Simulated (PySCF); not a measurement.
Solvent effects on NMR parameters

Molfile (atoms numbered from 1):
```
C6H15O2PSi
     RDKit          3D

 25 25  0  0  0  0  0  0  0  0999 V2000
    2.4987   -0.8998   -1.2391 C   0  0  0  0  0  0  0  0  0  0  0  0
    1.7791    0.2388   -0.8602 O   0  0  0  0  0  0  0  0  0  0  0  0
    1.3929    0.2722    0.4870 C   0  0  2  0  0  0  0  0  0  0  0  0
    0.2615   -0.6974    0.8438 C   0  0  0  0  0  0  0  0  0  0  0  0
   -0.9775   -0.5188   -0.0445 C   0  0  1  0  0  0  0  0  0  0  0  0
   -2.2482   -1.8824    0.2868 Si  0  0  0  0  0  4  0  0  0  0  0  0
   -1.6125    0.8745    0.0820 C   0  0  0  0  0  0  0  0  0  0  0  0
   -0.6606    2.0152   -0.2929 C   0  0  0  0  0  0  0  0  0  0  0  0
    0.7775    1.9764    0.8184 P   0  0  1  0  0  5  0  0  0  0  0  0
    0.4933    2.2349    2.2657 O   0  0  0  0  0  0  0  0  0  0  0  0
    1.8891   -1.8210   -1.1923 H   0  0  0  0  0  0  0  0  0  0  0  0
    3.3927   -1.0440   -0.6024 H   0  0  0  0  0  0  0  0  0  0  0  0
    2.8263   -0.7541   -2.2775 H   0  0  0  0  0  0  0  0  0  0  0  0
    2.2586    0.0987    1.1580 H   0  0  0  0  0  0  0  0  0  0  0  0
    0.6336   -1.7344    0.7875 H   0  0  0  0  0  0  0  0  0  0  0  0
    0.0062   -0.5173    1.9026 H   0  0  0  0  0  0  0  0  0  0  0  0
   -0.6587   -0.6561   -1.0956 H   0  0  0  0  0  0  0  0  0  0  0  0
   -2.7650   -1.7888    1.6878 H   0  0  0  0  0  0  0  0  0  0  0  0
   -3.4008   -1.7567   -0.6586 H   0  0  0  0  0  0  0  0  0  0  0  0
   -1.6145   -3.2257    0.1012 H   0  0  0  0  0  0  0  0  0  0  0  0
   -2.5105    0.9369   -0.5544 H   0  0  0  0  0  0  0  0  0  0  0  0
   -1.9540    1.0314    1.1203 H   0  0  0  0  0  0  0  0  0  0  0  0
   -0.2902    1.9054   -1.3256 H   0  0  0  0  0  0  0  0  0  0  0  0
   -1.1508    2.9968   -0.1976 H   0  0  0  0  0  0  0  0  0  0  0  0
    1.7527    2.8059    0.1884 H   0  0  0  0  0  0  0  0  0  0  0  0
  1  2  1  0
  2  3  1  0
  3  4  1  0
  4  5  1  0
  5  6  1  0
  5  7  1  0
  7  8  1  0
  8  9  1  0
  9 10  2  0
  9  3  1  0
  1 11  1  0
  1 12  1  0
  1 13  1  0
  3 14  1  1
  4 15  1  0
  4 16  1  0
  5 17  1  6
  6 18  1  0
  6 19  1  0
  6 20  1  0
  7 21  1  0
  7 22  1  0
  8 23  1  0
  8 24  1  0
  9 25  1  6
M  END
```

GIAO PBE0/pcSseg-1 in PySCF 2.14.0 with density-fitted response routines on one PBE0-D3(BJ)/def2-SVP conformer, non-relativistic, equivalent nuclei averaged. Solvents enter as an IEF-PCM continuum (chloroform with ε = 4.7, water with ε = 78.4) around the gas-phase geometry. Shifts are referred to TMS computed in the same medium.

Gas phase, δ in ppm: C3 75.0, C1 56.2, C8 27.3, C4 25.2, C7 23.4, C5 13.8, Si6 -53.7, H25 6.81, H18/H19/H20 3.81, H11/H12/H13 3.28, H14 3.18, H15 2.10, H22 1.86, H16 1.78. Dipole moment 4.06 D.

Problem. How does each δ change in the continuum?

Solution. 
| atoms | environment | Δδ, chloroform | Δδ, water |
| --- | --- | --- | --- |
| C3 | sp3 CH bonded to O and P | -0.2 | -0.2 |
| C1 | methyl carbon bonded to O | +0.6 | +0.9 |
| C8 | sp3 CH2 bonded to P | +0.4 | +0.7 |
| C4 | sp3 CH2 in a ring | +0.8 | +1.2 |
| C7 | sp3 CH2 in a ring | +0.6 | +1.0 |
| C5 | sp3 CH bonded to Si | +0.8 | +1.2 |
| Si6 | silicon bonded to C, 3 H | 0.0 | -0.1 |
| H25 | hydrogen on a phosphorus bonded to 2 C, O, in a 6-membered ring | +0.01 | +0.03 |
| H18/H19/H20 | hydrogen on a silicon bonded to C | -0.06 | -0.09 |
| H11/H12/H13 | hydrogen on a methyl carbon bonded to O | +0.09 | +0.13 |
| H14 | hydrogen on an sp3 CH bonded to O and P | +0.19 | +0.27 |
| H15 | hydrogen on an sp3 CH2 in a ring | +0.19 | +0.30 |
| H22 | hydrogen on an sp3 CH2 in a ring | -0.13 | -0.24 |
| H16 | hydrogen on an sp3 CH2 in a ring | -0.16 | -0.27 |

Changes are relative to the gas phase. The dipole moment becomes 4.90 D in chloroform, 5.31 D in water.

Problem. Which of the listed nuclei move most (in ppm), and what does the model miss? (N and O are left out, as their reference compounds move with the solvent too.)

Solution. C4 (sp3 CH2 in a ring, +1.2 ppm) and C5 (sp3 CH bonded to Si, +1.2 ppm) in water. A continuum only polarises the solute; specific hydrogen bonds, the anisotropy of aromatic solvents and changes of geometry or conformer are outside it.
